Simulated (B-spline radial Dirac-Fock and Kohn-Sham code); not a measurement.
# Widths and yields of inner-shell holes in Ni⁵⁺

System: the Ni⁵⁺ ion in the configuration [Ar] 3d5.

Level of theory: independent-particle rates on relativistic LDA orbitals of the hole state (multipoles up to L = 3, Coulomb Auger matrix elements, transition energies from Dirac-Fock); a radial B-spline solver.

Partial widths are in eV. Coster-Kronig decay leaves a hole in the same principal shell; its rates are the weakest part of the model, often 1.5 to 2.5 times too large and more for N holes. Holes without an open Auger channel, or with an unreliable SCF state, are not listed.

```tsv
hole	radiative	Auger	Coster-Kronig	total	fluorescence yield	lifetime (fs)
1s	0.576	0.809	0	1.38	0.416	0.475
2s	0.00473	0.360	2.85	3.22	?	?
2p1/2	0.00362	0.490	0	0.494	0.00732	1.33
2p3/2	0.00358	0.502	0	0.505	0.00709	1.30
```

Question: What are the fluorescence yield and the lifetime of the 2s hole?

Answer: The yield is the radiative width over the total, 0.00147, and the lifetime is ħ/Γ = 0.205 fs.

Values without a named source are computed, but for edge energies of neutral atoms, which are taken from tables.
